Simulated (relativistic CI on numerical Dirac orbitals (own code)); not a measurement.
# Hyperfine structure of Eu16+, mass number 151

Method of calculation: Dirac-Coulomb-Breit CI, orbitals from a KLI potential per configuration, model QED, unscaled Slater integrals (own radial code, finite nucleus).

Configurations in the expansion (outside the closed core [Ar] 3d10 4s2): 4p⁶4d¹⁰4f, 4p⁶4d¹⁰5s, 4p⁶4d¹⁰5p, 4p⁶4d⁹4f², 4p⁶4d¹⁰5d, 4p⁶4d⁹5s², 4p⁶4d¹⁰5f, 4p⁶4d¹⁰6s, 4p⁶4d⁹5s5p, 4p⁶4d⁹4f5s, 4p⁵4d¹⁰4f², 4p⁶4d¹⁰6p, 4p⁶4d⁹5p², 4p⁶4d¹⁰5g, 4p⁶4d⁹5s5d, 4p⁶4d¹⁰6d. Levels of other configurations are missing.

Nuclear spin I = 5/2, μ = 3.4635 μN, Q = 0.903 b (tables of Stone and Pyykkö). The electronic factors are computed for point nuclear moments, without core polarisation or the Bohr-Weisskopf and QED corrections.

```tsv
Level	E (eV)	A (GHz)	B (GHz)
4p⁶4d¹⁰4f ²F°5/2	0.000	2.163	1.44
4p⁶4d¹⁰4f ²F°7/2	0.919	1.175	1.64
4p⁶4d¹⁰5s ²S1/2	16.346	236.6	
4p⁶4d¹⁰5p ²P°1/2	42.842	68.33	
4p⁶4d¹⁰5p ²P°3/2	51.804	9.652	12
4p⁶4d¹⁰5d ²D3/2	96.196	4.062	1.76
4p⁶4d¹⁰5d ²D5/2	97.883	1.651	2.24
4p⁶4d⁹4f² ⁴F3/2	132.317	0.3824	-0.464
```

Levels with J = 0, under 50 % of one LS term, or S terms without an open s electron are left out. Small factors come from cancelling terms and can be off by tens of per cent or more.

At this charge transitions that keep the count of f electrons are usually good to a few per cent. Terms inside the open d or f shell come out 10 to 20 % too wide with unscaled integrals. Levels that differ in their count of f electrons can be misplaced by several ten thousand cm⁻¹, since the correlation energy of f electrons is missing or only estimated; rates across such gaps can be off by orders of magnitude.

Problem. Give the hyperfine levels of 4p⁶4d¹⁰4f ²F°5/2 relative to its centre of gravity.

Solution. With K = F(F + 1) − I(I + 1) − J(J + 1), E = AK/2 + B[¾K(K + 1) − I(I + 1)J(J + 1)]/[2I(2I − 1)J(2J − 1)]: F = 0: -17.91, F = 1: -16.1, F = 2: -12.33, F = 3: -6.366, F = 4: 2.198, F = 5: 13.88 GHz.

LS names give the leading component of a level, which can be under half, so a name can repeat, a term be missing and a line seem to break the LS rules.
